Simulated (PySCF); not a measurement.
# A small calculation by hand: oscillator strength and radiative lifetime

(1Z,3Z)-1,4-difluorobuta-1,3-diene (C₄H₄F₂), SMILES F/C=C\C=C/F.

Geometry optimised at PBE0-D3(BJ)/def2-SVP. Other conformers were not sampled.

TDDFT-PBE/def2-SVPD in PySCF puts the first singlet state with f over 0.02 at 5.43 eV (vertical), with the transition dipole (0.537, 1.989, 0.000) in atomic units.

Find the oscillator strength, the wavelength and the radiative lifetime that this transition would have in vacuum if emission retraced absorption.


|μ|² = 4.2445 au, so |μ| = 5.24 D. ΔE = 5.43/27.211 = 0.1995 hartree. f = (2/3) ΔE |μ|² = 0.565 (the program prints 0.565).
λ = 1239.84/5.43 = 228 nm; ν = 43796 cm⁻¹.
Einstein's coefficient A = 0.6670 ν² f s⁻¹ (ν in cm⁻¹) = 7.2e8 s⁻¹, so τ = 1/A = 1.4 ns. This state is S1. The figure is the radiative limit of this one transition; relaxation, internal conversion, crossing to triplets and a medium change what is measured.
